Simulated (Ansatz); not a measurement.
Isolated molecules relaxed with PBE0-D4/def2-TZVP in Ansatz; ΔE leaves out vibrations. CCSD(T)/CBS is the MP2 limit (def2-TZVPP, def2-QZVPP) plus CCSD(T) − MP2 in def2-TZVPP, frozen cores. This one scheme is used for every species. DFT in def2-TZVPP. B3LYP here is the variant with VWN-RPA as its local correlation; programs differ in this. def2 core potentials past Kr. For Zr outer-core shells are correlated without core-valence functions, which leaves a few kJ/mol of doubt a bond. Each species was taken in one conformer, which may not be the lowest.

Consider the formal hydrolysis of a Zr–Cl bond: `[F][Zr]([F])([F])[Cl]` + H₂O → `[OH][Zr]([F])([F])[F]` + HCl.

`[F][Zr]([F])([F])[Cl]`:

Z-matrix (Å, degrees):
```
Zr
F 1 1.887
F 1 1.887 2 109.0
Cl 1 2.339 2 109.9 3 120.5
F 1 1.887 2 109.0 3 -118.9
```

H₂O:

Z-matrix (Å, degrees):
```
O
H 1 0.960
H 1 0.960 2 105.1
```

`[OH][Zr]([F])([F])[F]`:

```xyz
6

O     0.770    1.082   -0.530
Zr   -0.251   -0.354    0.178
F    -0.568   -1.652   -1.178
F     0.694   -1.170    1.615
F    -1.921    0.298    0.819
H     1.277    1.797   -0.904
```

HCl:

Cartesian coordinates in Å:
```
Cl 0.230 -0.222 -0.554
H -0.230 0.222 0.554
```

Problem. Is it downhill or uphill in electronic energy at CCSD(T)/CBS, and by how much? (An estimate is asked.)

Solution. Computed: Uphill: ΔE = +25.5 kJ/mol.

Problem. What do these levels give: LDA (SPW92), revPBE-D4, BLYP-D4, PBE0-D4, B3LYP-D4, BHLYP-D4, revPBE, PBE0, BHLYP, LC-ωPBE, CCSD(T)/def2-SVP, CCSD/CBS(def2)? (Estimate.)

Solution. Computed: LDA (SPW92) 20.2, revPBE-D4 27.6, BLYP-D4 21.7, PBE0-D4 28.6, B3LYP-D4 23.1, BHLYP-D4 24.8, revPBE 28.1, PBE0 27.9, BHLYP 22.6, LC-ωPBE 17.6, CCSD(T)/def2-SVP 6.3, CCSD/CBS(def2) 23.8 kJ/mol.

Largest T1 diagnostic among the species: 0.017.

Leaving LDA and LC-ωPBE aside and taking each functional with its dispersion term where it has one, the values, not all of them listed here, spread over 12.7 kJ/mol, from CAM-B3LYP-D4 to B97M-V. LDA lies −6.1 kJ/mol from PBE without D4. At CCSD(T), def2-SVP lies −19.2 kJ/mol from the extrapolated value and def2-TZVPP −2.9 kJ/mol.
